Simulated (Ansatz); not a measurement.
Frontier orbitals of C$_{2}$H$_{5}$AlO (`[CH3][Al]1[CH2][O]1`).

Total charge 0; spin multiplicity 1. Geometry: relaxed with PBE0-D4/def2-TZVP. Basis def2-TZVPP, Ansatz.

| functional | HOMO (eV) | LUMO (eV) | gap (eV) |
| --- | --- | --- | --- |
| LDA (SPW92) | -5.15 | -1.65 | 3.50 |
| PBE | -4.99 | -1.47 | 3.52 |
| PBE0 | -6.21 | -0.68 | 5.53 |
| LC-ωPBE | -8.91 | 1.33 | 10.24 |
| ωB97M-V | -8.45 | 0.80 | 9.25 |

Question: What is the vertical ionisation energy at frozen-core CCSD(T)/CBS(def2)? (An estimate is asked.)

Answer: Computed: 8.65 eV (T1 of the cation 0.020).

From PBE to PBE0 the HOMO moves by −1.22 eV and the LUMO by +0.79 eV, and with ωB97M-V by −3.47 and +2.27 eV, so the gap grows from 3.52 to 9.26 eV with exact exchange. A positive LUMO is unbound and depends on the basis. −ε(HOMO) differs from that ionisation energy by −3.67 eV with PBE and −0.20 eV with ωB97M-V.

LC-ωPBE has ω = 0.4 bohr⁻¹.
